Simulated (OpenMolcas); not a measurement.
**C3+: input and output**

Input:

```
&GATEWAY
Coord
1

C 0.0 0.0 0.0
Basis=ANO-R1
Group=XYZ
NoMove
AngMom=0.0 0.0 0.0
AMFI
&SEWARD
&RASSCF
FileOrb=start.orb
Symmetry=1
Spin=2
nActEl=1 0 0
Inactive=1 0
Ras2=1 3
CIRoot=1 1 1
SDav=1
CIMx=300
Iter=120 100
PrWF=0.3
OrbListing=Nothing
MaxOrb=0
Atom
>>> COPY $Project.JobIph JOB001
&RASSCF
FileOrb=start.orb
Symmetry=2
Spin=2
nActEl=1 0 0
Inactive=1 0
Ras2=1 3
CIRoot=3 3 1
SDav=3
CIMx=300
Iter=120 100
PrWF=0.3
OrbListing=Nothing
MaxOrb=0
Atom
>>> COPY $Project.JobIph JOB002
&RASSI
NrOfJobIphs=2 1 3
1
1 2 3
IphNames
JOB001
JOB002
EJob
SpinOrbit
DIPRint=1.0
SOCoupling=1000.0
Subsets=2
MEES
Property=10
'ANGMOM' 1 'ANGMOM' 2 'ANGMOM' 3 'MLTPL  1' 1 'MLTPL  1' 2 'MLTPL  1' 3
'AMFI' 1 'AMFI' 2 'AMFI' 3 'MLTPL  2' 6
SOProperty=3
'ANGMOM' 1 'ANGMOM' 2 'ANGMOM' 3
```

Launched by
```bash
OMP_NUM_THREADS=1 MOLCAS_MEM=2252 MOLCAS_PROJECT=a pymolcas a.inp > a.log  # once for each step of the input, in one work folder
```

A driver script runs the steps one by one and writes start.orb anew before each from the orbitals found so far.

Output, cut to the results:

```
--- SEWARD ---
Basis set label: C.ANO-R...3S2P1D.

      Electronic valence basis set:
      ------------------
      Associated Effective Charge   6.000000 au
      Associated Actual Charge      6.000000 au
      Nuclear Model: Finite nucleus - Gaussian distribution
        Gaussian exponent, Xi/bohr**(-2):  6.80775E+08

      Shell  nPrim  nBasis  Cartesian Spherical Contaminant
         s      12       3        X
         p       7       2        X
         d       3       1                 X
                  Relativistic X2C integrals
                  Atomic mean-field integrals
--- RASSCF ---
Wave function specifications:
      -----------------------------

      Number of closed shell electrons           2
      Number of electrons in active shells       1
      Max number of holes in RAS1 space          0
      Max nr of electrons in RAS3 space          0
      Number of inactive orbitals                1
      Number of active orbitals                  4
      Number of secondary orbitals               9
      Spin quantum number                      0.5
      State symmetry                             1
Orbital specifications:
      -----------------------

      Symmetry species                           1   2
                                                ag  au
      Frozen orbitals                            0   0
      Inactive orbitals                          1   0
      Active orbitals                            1   3
      RAS1 orbitals                              0   0
      RAS2 orbitals                              1   3
      RAS3 orbitals                              0   0
      Secondary orbitals                         6   3
      Deleted orbitals                           0   0
      Number of basis functions                  8   6
      Number of CSFs                             1
      Number of root(s) required                 1
      Iter CI   SX   CI       RASSCF       Energy    max ROT     max BLB   max BLB  Level Ln srch  Step   QN
          iter iter root      energy       change     param      element    value   shift minimum  type update
 Nr of preliminary CI iterations:   1
 ###############################################################################
 ###############################################################################
 ###                                                                         ###
 ###                                                                         ###
 ###    WARNING: Problems in orbital optimization.                           ###
 ###                                                                         ###
 ###                                                                         ###
 ###############################################################################
 ###############################################################################
  Warning: In symmetry  2, orbital p=   1 has diagonal density matrix element D(p,p) close to zero. D(p,p)=  0.000000E+00
  Warning: In symmetry  2, orbital p=   2 has diagonal density matrix element D(p,p) close to zero. D(p,p)=  0.000000E+00
        ...
  Warning: In symmetry  2, orbital p=   1 has diagonal density matrix element D(p,p) close to zero. D(p,p)=  0.000000E+00
  Warning: In symmetry  2, orbital p=   2 has diagonal density matrix element D(p,p) close to zero. D(p,p)=  0.000000E+00
  Warning: In symmetry  2, orbital p=   3 has diagonal density matrix element D(p,p) close to zero. D(p,p)=  0.000000E+00
        4   1    1    1   -34.73888395   -5.68E-14   0.00E+00    1   2 1 -1.61E-08   0.50   0.00    SX    NO
      Convergence after  4 iterations
        5   1    1    1   -34.73888395    4.97E-14   0.00E+00    1   2 1 -1.61E-08   0.50   0.00    SX    NO
      Natural orbitals and occupation numbers for root  1
      sym 1:   1.000000
      sym 2:   0.000000   0.000000   0.000000
::    RASSCF root number  1 Total energy:    -34.73888395
--- RASSCF ---
Wave function specifications:
      -----------------------------

      Number of closed shell electrons           2
      Number of electrons in active shells       1
      Max number of holes in RAS1 space          0
      Max nr of electrons in RAS3 space          0
      Number of inactive orbitals                1
      Number of active orbitals                  4
      Number of secondary orbitals               9
      Spin quantum number                      0.5
      State symmetry                             2
...
--- RASSI ---
SPIN-FREE ENERGIES:
  (Shifted by EMIN (a.u.) =        -34.7388839470)

 SF State       Relative EMIN(au)   Rel lowest level(eV)    D:o, cm**(-1)      L_eff

     1             0.0000000000        0.0000000000              0.0000         0.0
     2             0.3075543581        8.3689804299          67500.3794         1.0
     3             0.3075543581        8.3689804299          67500.3794         1.0
     4             0.3075543581        8.3689804299          67500.3794         1.0
     Dipole printing threshold changed to   1.00000000E+00

++ Dipole transition strengths (spin-free states):
   -----------------------------------------------
     for osc. strength at least  1.00000000E+00

  ( Max oscillator strength is only   0.10754052997448182      )
--
Eigenvalues of complex Hamiltonian:
   -----------------------------------
  (Shifted by EMIN (a.u.) =        -34.7388839470)

 SO State       Relative EMIN(au)   Rel lowest level(eV)    D:o, cm**(-1)     J-value

     1             0.0000000000        0.0000000000              0.0000         0.4
     2             0.0000000000        0.0000000000              0.0000         0.4
     3             0.3073027098        8.3621327320          67445.1490         0.4
     4             0.3073027098        8.3621327320          67445.1490         0.4
     5             0.3076801822        8.3724042788          67527.9946         1.4
     6             0.3076801822        8.3724042788          67527.9946         1.4
     7             0.3076801822        8.3724042788          67527.9946         0.8
     8             0.3076801822        8.3724042788          67527.9946         0.8
Weights of the five most important spin-orbit-free states for each spin-orbit state.

 SO State  Total energy (au)           Spin-free states, spin, and weights
 -------------------------------------------------------------------------------------------------------
...
```

The J values that RASSI prints are effective ones from its own formula and need not be integers or half-integers; the table below assigns J from the states.

Levels above the lowest, from the spin-orbit matrix, grouped by J:

```csv
Configuration,Term,J,E (cm-1),Measured (cm-1),g,Term weight %
2s,2S,1/2,0.0,0.0,2.002,100
2p,2P*,1/2,67445,64484,0.666,100
2p,2P*,3/2,67528,64592,1.334,100
```

Against the 2 measured excited levels shown (Moore, Selected Tables of Atomic Spectra, NSRDS-NBS 3, section 3) the mean absolute deviation is 2900 cm-1; the largest miss in energy is 2p 2P* 1/2: computed 67445, measured 64484 cm-1 (+4.6 %).

With one active electron the reference holds no correlation, so core polarisation is missing. The basis is small and was not contracted for so high a charge. Measured partners are found by configuration, term and J. A level has none where our copy of the source lacks it or the pairing is in doubt (some pairs that miss far off the trend of their configuration count as doubtful), and it then counts in no deviation. Levels of configurations outside the active space are missing.

The term weight is that of the spin-free term in the level, not the purity of its configuration. * marks odd parity.
